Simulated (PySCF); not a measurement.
PySCF 2.14 output of an unrestricted M06-L calculation on a single atom or ion in ANO-RCC-VTZP (8s7p5d3f2g1h, 104 functions), with the spin-free X2C one-electron Hamiltonian (Gaussian nucleus):

```
SCF conv_tol = 1e-09
number electrons alpha = 34  beta = 33
    Y. Zhao and D. G. Truhlar.,  J. Chem. Phys. 125, 194101 (2006)
    Y. Zhao and D. G. Truhlar.,  J. Chem. Phys. 125, 194101 (2006)
    Y. Zhao and D. G. Truhlar.,  Theor. Chem. Acc. 120, 215 (2008)
cycle= 1 E= -14057.2965299776  delta_E= -0.0174  |g|= 0.42  |ddm|= 0.195
cycle= 2 E= -14057.242892087  delta_E= 0.0536  |g|= 0.943  |ddm|= 0.201
cycle= 3 E= -14057.311882403  delta_E= -0.069  |g|= 0.0338  |ddm|= 0.127
cycle= 4 E= -14057.3120116207  delta_E= -0.000129  |g|= 0.00246  |ddm|= 0.00751
cycle= 5 E= -14057.3120125274  delta_E= -9.07e-07  |g|= 0.00083  |ddm|= 0.0055
cycle= 6 E= -14057.3120122297  delta_E= 2.98e-07  |g|= 0.000217  |ddm|= 0.00526
cycle= 7 E= -14057.3120122088  delta_E= 2.1e-08  |g|= 4.22e-06  |ddm|= 0.00108
cycle= 8 E= -14057.3120122088  delta_E= -1.09e-11  |g|= 1.58e-06  |ddm|= 6.23e-06
converged SCF energy = -14057.3120122088  <S^2> = 0.75040201  2S+1 = 2.000402
```

The run itself started from symmetry-adapted Hartree-Fock orbitals and held the occupation by maximum overlap, on a logarithmic radial grid, so the iterations belong to that start.

Task: Which element, charge and spin multiplicity is this?

Result: Yb³⁺ (ytterbium, charge +3), multiplicity 2; the state was [Xe] 4f13, 2F determinant.

Spin-orbit coupling, absent here, splits the open shell strongly.
